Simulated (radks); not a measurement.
Polarisability of the indium ion In+, [Kr] 4d10 5s2, at imaginary frequency. All-electron calculation, scalar-relativistic Kohn-Sham, LDA (Slater exchange, Perdew-Wang correlation), spin-polarised, spherical densities, finite nucleus; Fermi nuclear charge, rms radius 4.6156 fm. Program: a radial shooting solver on a logarithmic mesh with Libxc functionals. Response by self-consistent Sternheimer equations with the Hartree and adiabatic LDA kernel, the relativistic mass of each level held fixed and spin-orbit coupling left out.

w (hartree),alpha1(iw) (bohr^3),alpha2(iw) (bohr^5)
0.00266,22.77,119.2
0.0143,22.72,119.1
0.0360,22.49,118.6
0.0697,21.79,117.0
0.118,20.20,113.0
0.186,17.48,104.9
0.280,13.89,91.32
0.413,10.23,72.38
0.605,7.165,51.23
0.892,4.864,32.28
1.35,3.165,18.27
2.12,1.877,9.273
3.59,0.9243,4.046
6.94,0.3313,1.328
17.5,0.07300,0.2397

Static values: alpha1 = 22.77 bohr^3 (3.374 angstrom^3; uncoupled 43.79), alpha2 = 119.2 bohr^5, alpha3 = 1192 bohr^7. C6 = 155.4, C8 = 4657, triple-dipole C9 = 2405 atomic units. One-pole (London) frequency 4 C6 / (3 alpha1^2) = 0.400 hartree, against 0.562 for minus the highest occupied eigenvalue.
